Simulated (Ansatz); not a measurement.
Diatomic W2, closed-shell singlet (lowest of 2S+1 = 1, 3, 5, 7, 9, 11 at CCSD(T)/def2-TZVPP on PBE0 minima; our sources give no spin for the ground state, which may be another). No spin–orbit coupling.

The constants come from a fifth-degree fit in 1/R (seven points, main isotopes). In def2 and cc sets the state is the lowest found near the PBE0 minimum, followed along R. The singlet is held restricted.

Programs: Ansatz (a first-principles code) with Gaussian orbitals.  In def2 rows elements past Kr take small-core potentials, without spin–orbit coupling.

Energies at wB97M-V/def2-TZVPP:

```csv
R (Å),E (hartree)
1.840224,-133.72815459
1.889693,-133.74292191
1.935204,-133.74909882
1.986651,-133.74925134
2.038098,-133.74362945
2.097460,-133.73155863
2.166716,-133.71178440
```

### Question
With a reduced mass of 91.9755 u, find the minimum, the force constant and the constants.

### Answer
A fifth-degree polynomial in 1/R puts the minimum at r_e = 1.9616 Å with force constant 1060 N/m. Then ω_e = (1/2πc)√(k/μ) = 443 cm⁻¹ and B_e = h/(8π²cμr_e²) = 0.04763 cm⁻¹; the cubic and quartic terms give α_e = 6.2e-5 and ω_e x_e = 0.33 cm⁻¹.
